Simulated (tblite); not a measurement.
Start geometry of `C=C1[CH][C@@H](CC#N)C=C1` [radical] from a force field or distance geometry (Å):
```
atom  x, y, z in Å
C1     2.672   -0.111    0.533
C2     1.467    0.292    0.111
C3     0.660   -0.475   -0.851
C4    -0.742   -0.073   -0.490
C5    -1.322   -0.991    0.581
C6    -2.676   -0.507    0.844
N7    -3.751   -0.105    1.080
C8    -0.553    1.279    0.140
C9     0.705    1.464    0.472
H10    3.256    0.444    1.248
H11    3.087   -1.044    0.150
H12    0.797   -1.546   -0.673
H13   -1.395    0.012   -1.378
H14   -1.328   -2.023    0.146
H15   -0.678   -0.965    1.482
H16   -1.344    2.009    0.305
H17    1.139    2.351    0.939
```

Problem. What comes out of this run: tblite, GFN2-xTB geometry optimisation, gas phase?

Solution. 
```
atom  x, y, z in Å
C1     2.949    0.090    0.277
C2     1.590    0.225    0.174
C3     0.675   -0.690   -0.341
C4    -0.705   -0.136   -0.264
C5    -1.652   -1.028    0.574
C6    -2.971   -0.458    0.635
N7    -4.014    0.008    0.666
C8    -0.475    1.212    0.361
C9     0.821    1.400    0.600
H10    3.556    0.874    0.691
H11    3.446   -0.803   -0.056
H12    0.905   -1.663   -0.734
H13   -1.147   -0.026   -1.264
H14   -1.718   -2.023    0.126
H15   -1.259   -1.125    1.590
H16   -1.287    1.886    0.569
H17    1.278    2.270    1.037
```

The energy falls by 93.4 kJ/mol over 93 L-BFGS steps, the largest force on an atom goes from 3.47 to 0.006 eV/Å, and the atoms move by 0.400 Å rms after alignment. The bond that changes most is C2–C3 (ends: carbon bonded to 3 C; carbon bonded to 2 C and H), which shortens by 0.077 Å. Bonds longer at the end by more than 0.005 Å: 4 of 17; shorter: 11. Among the angles that change most is C2–C3–H12, from 109.6° to 126.2°. Among the dihedrals that turn most is H12–C3–C4–C8, from 142° to 179°. Rotational constants go from 4410, 1021, 939.7 to 5462, 905.3, 812.2 MHz. The orientation of the end geometry is arbitrary; only internal coordinates are fixed.

Its GFN2-xTB frequencies are all real (lowest 52 cm⁻¹).

One conformer stands for the species.

All values are computed, not measured.
